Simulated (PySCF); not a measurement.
Q: What does the PBE0-D3(BJ)/def2-SVP structure of InChI=1S/C2H8FNSi/c1-4-5(2)3/h4-5H,1-2H3/t5-/m1/s1 look like in three dimensions?

A: 
```xyz
13
C2H8FNSi angstrom
C     -1.7168    0.6366    0.1027
N     -1.0120   -0.5328   -0.3663
Si     0.6730   -0.6858   -0.6280
C      1.6544    0.1205    0.7308
F      1.1730    0.0278   -2.0152
H     -2.5044    0.3736    0.8296
H     -2.1897    1.2205   -0.7085
H     -1.0214    1.3131    0.6217
H     -1.6123   -1.2252   -0.8002
H      0.9485   -2.1374   -0.8049
H      1.4563    1.2025    0.7816
H      1.4239   -0.3229    1.7111
H      2.7308   -0.0027    0.5376
```

Orientation and origin are arbitrary. Atoms count from 1 in this order. Si3 (fluorine-bound silicon) is distorted tetrahedral (angles from 105.5° to 114.3°). Of the pairs four or more bonds apart, C4···H8 is among the closest relative to their van der Waals radii: 2.93 Å, 101 % of the sum of Bondi's values. N2 (silicon-bound nitrogen) is almost planar (angles 127.1°, 117.1° and 113.8°, sum 358.0°, 0.11 Å off the plane of its three neighbours).

Bonds between heavy atoms (Å): C1–N2 1.444, N2–Si3 1.712, Si3–C4 1.860, Si3–F5 1.638.

Computed, not measured: PBE0-D3(BJ)/def2-SVP geometry optimisation, gas phase in PySCF.

Point group: C1 (no symmetry element, even within 0.4 Å). No PBE0-D3(BJ)/def2-SVP frequencies stand behind this structure, so it isn't proved a minimum. One conformer, not necessarily the lowest (C1–N2–Si3–C4 42°).
